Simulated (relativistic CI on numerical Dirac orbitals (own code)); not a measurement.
## V⁵⁺ in a cubic cluster: L2,3 absorption with charge transfer

Computed with a charge-transfer multiplet model of a cubic metal-ligand cluster with up to 2 ligand holes, Slater and spin-orbit integrals from Dirac-Coulomb-Breit ions, Slater integrals scaled by 0.7. The parameters are those of a tetrahedral site (10Dq negative, t2 hopping the larger). The ground state mixes d0 with configurations of k ligand holes L, whose averages lie at kΔ + k(k − 1)U_dd/2; a core hole lowers each added d electron by U_cd. 300 K, Lorentzian 0.4 eV and Gaussian 0.3 eV FWHM.

Atomic integrals in eV (Slater integrals scaled, ζ unscaled), ground: F2dd 7.050, F4dd 4.418, zeta_d 0.024; with the core hole: F2dd 7.050, F4dd 4.418, zeta_d 0.047, zeta_core 4.606, F2cd 5.240, G1cd 4.036, G3cd 2.295. Where a configuration has fewer than two d electrons, the dd integrals are those of d2.

Cluster parameters (eV): U_dd = 4.5, U_cd = 5.6, 10Dq = -0.25, 10Dq(ligand) = 0, V(eg) = 1.57, V(t2g) = -2.68, final-state hopping factor = 1.

| Case | n_d | d0 | d1L | d2L2 | S |
| --- | --- | --- | --- | --- | --- |
| Δ = 2 eV | 0.83 | 0.33 | 0.51 | 0.16 | 0.00 |
| Δ = 3 eV | 0.75 | 0.38 | 0.49 | 0.13 | 0.00 |
| Δ = 4 eV | 0.68 | 0.43 | 0.46 | 0.11 | 0.00 |

Weights, n_d and S are thermal averages at 300 K. Photon energies count from the first peak over 30 % of the highest in each spectrum, which can be another peak from case to case. The parameters are a model scan and need not match a compound or its usual spin state. Peaks in eV (height, largest 100):
- Δ = 2 eV: 0.0 (100), 4.8 (15), 7.0 (76)
- Δ = 3 eV: 0.0 (100), 5.1 (17), 6.7 (86)
- Δ = 4 eV: 0.0 (100), 5.6 (22), 6.7 (81)

Curve for Δ = 4 eV (points under 2 left out, the grid thinned):

```
E (eV)  Intensity
  -2.9        2.0
  -2.6        3.3
  -2.4        2.8
  -2.1        2.2
  -1.9        2.7
  -1.6        3.6
  -1.3        3.9
  -1.1        4.9
  -0.8        8.9
  -0.5       22.9
  -0.3       52.4
   0.0      100.0
   0.2       63.3
   0.5       18.9
   0.8        7.9
   1.0        5.3
   1.3        3.3
   1.5        2.7
   1.8        2.1
   2.9        2.4
   3.1        2.9
   3.4        4.3
   3.7        6.2
   3.9        7.8
   4.2        9.7
   4.4       10.3
   4.7       12.9
   5.0       16.8
   5.2       19.0
   5.5       21.8
   5.7       21.5
   6.0       22.4
   6.3       47.0
   6.5       72.9
   6.8       77.6
   7.0       61.2
   7.3       29.8
   7.6       18.1
   7.8       12.6
   8.1        6.8
   8.4        4.0
   8.6        3.0
   8.9        2.0
  11.8        2.1
  12.1        2.1
```

A d0 ion has no d-d gap: its lowest excitations are ligand-to-metal charge transfer. With the core hole the configuration with one ligand hole lies at Δ + U_dd − U_cd = 0.9, 1.9, 2.9 eV from the one without, in the order of the table; where this is negative the screened configuration lies lower, though the effective hopping of about 6.9 eV (from the holes of the mixed ground state) mixes the two strongly wherever it is as large as the gap.

With at most 2 ligand holes the space is cut while the next configuration still counts, so covalency is underestimated, and a final configuration with one more ligand hole, which can lie low, is missing from the spectra.
